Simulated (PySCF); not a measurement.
hydrogen telluride cation (H2Te), SMILES [TeH2] (connectivity only; charge and spin as stated), charge +1, multiplicity 2.

Coordinates come from a PBE0-D3(BJ)/def2-TZVPD optimisation. The multiplicity is an assumed one; other spin states were not compared. The def2 effective core potentials stand for the cores of Te; spin–orbit coupling is left out.

Computed with PySCF with TDA-CAM-B3LYP/def2-TZVPD.

Vertical excitations. Isolated molecule, no solvent.

| state | energy (eV) | λ (nm) | f | main pairs |
|---|---|---|---|---|
| root 1 | 3.01 | 412 | 0.004 | β HOMO→LUMO 99 % |
| root 2 | 4.38 | 283 | 0.000 | β HOMO−1→LUMO 97 % |
| root 3 | 5.68 | 218 | 0.000 | α HOMO→LUMO 97 % |
| root 4 | 6.53 | 190 | 0.000 | α HOMO−1→LUMO 43 %, β HOMO→LUMO+1 51 % |
| root 5 | 6.87 | 180 | 0.001 | α HOMO→LUMO+1 97 % |
| root 6 | 7.31 | 170 | 0.000 | α HOMO−2→LUMO 28 %, α HOMO−1→LUMO+1 19 %, β HOMO−1→LUMO+1 29 %, β HOMO→LUMO+2 18 % |
| root 7 | 8.50 | 146 | 0.082 | α HOMO−1→LUMO 44 %, β HOMO→LUMO+1 36 %, β HOMO−1→LUMO+2 6 % |
| root 8 | 8.53 | 145 | 0.000 | α HOMO−1→LUMO+1 29 %, α HOMO−2→LUMO 21 %, β HOMO→LUMO+2 29 %, β HOMO−1→LUMO+1 20 % |
| root 9 | 9.04 | 137 | 0.046 | α HOMO−1→LUMO+1 36 %, α HOMO−2→LUMO 12 %, β HOMO→LUMO+2 38 %, β HOMO−1→LUMO+1 12 % |
| root 10 | 9.17 | 135 | 0.000 | α HOMO−2→LUMO+1 50 %, β HOMO−1→LUMO+2 38 % |
Unrestricted roots are not spin-pure.
